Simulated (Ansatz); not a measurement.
Reaction (formal exchange of groups at a B–C bond): `BC[CH2][ZnH]` + `C=C=CC` → `BC(C)=C=C` + `C[CH2][ZnH]`

Isolated molecules relaxed with PBE0-D4/def2-TZVP in Ansatz; ΔE leaves out vibrations. CBS: MP2 limit from def2 TZ/QZ plus the TZ coupled-cluster correction, frozen cores. For Zn outer-core shells are correlated without core-valence functions, which leaves a few kJ/mol of doubt a bond. Scalar relativity is left out up to krypton. Each species was taken in one conformer, which may not be the lowest.

```json
{"level": "SCS-MP2/def2-TZVPP", "ΔE (kJ/mol)": "-38.8"}
{"level": "CCSD/CBS(def2)", "ΔE (kJ/mol)": "-33.5"}
```

What does CCSD(T)/CBS give? (An estimate is asked.)

The calculation gave: -35.0 kJ/mol. The listed levels differ from it by -3.8, 1.5 kJ/mol.

Largest T1 diagnostic among the species: 0.014.
